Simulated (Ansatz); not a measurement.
A run on `FC(F)(F)[SiH2]Cl` with other settings.

```yaml
crystal:
  periodic: [false, false, false]
  atoms:
    - {symbol: F, position_ang: [0.388771, -0.790861, 1.914146]}
    - {symbol: C, position_ang: [0.614123, -0.502940, 0.549390]}
    - {symbol: F, position_ang: [0.862290, -1.657487, 0.094586]}
    - {symbol: F, position_ang: [1.918030, 0.107161, 0.366491]}
    - {symbol: Si, position_ang: [-0.738830, 0.457780, -0.535538]}
    - {symbol: Cl, position_ang: [-0.862618, 2.246706, 0.267019]}
    - {symbol: H, position_ang: [-0.179018, 0.477517, -1.985856]}
    - {symbol: H, position_ang: [-1.927661, -0.410985, -0.532784]}
basis:
  gaussian: {orbitals: aug-cc-pVTZ, final_grid: {core_spheres: 8, valence_spheres: 7, degree: 23}}
hamiltonian: {xc: {name: B3LYP}, dispersion: d4}
```

```sh
$ ansatz run in.yaml --threads 4 --pin off --events-out ev --progress --plain --max-ram 10444MiB
```

Shortened log:

```
Functional definition: B3LYP
1651 factors; their error is unknown
mean field evaluation 1: about -29624.0561 eV, gradient 4.3e1 eV
mean field evaluation 2: about -29621.5062 eV, gradient 6.3e1 eV
mean field evaluation 4: about -29626.4899 eV, gradient 2.5e0 eV
mean field evaluation 8: about -29626.4987 eV, gradient 5.5e-2 eV
mean field evaluation 16: about -29626.5346 eV, gradient 7.5e-5 eV
mean field -29626.53457855 eV, -1088.7550641753 hartree, gradient 7.5e-5 eV, S^2 0.000000; 0 other end points of the search recorded, 0 dependent functions left out
reference -29626.53488788 eV, -1088.7550755430 hartree; 33, 33 occupied and 297, 297 virtual orbitals, 1651 factors
Total energy: -29626.83828510 eV, -1088.7662251850 hartree
```

Hardware: 4 threads of an Arm Neoverse N1 on a shared host. Wall time 7.5 s, peak host memory 0.91 GiB.
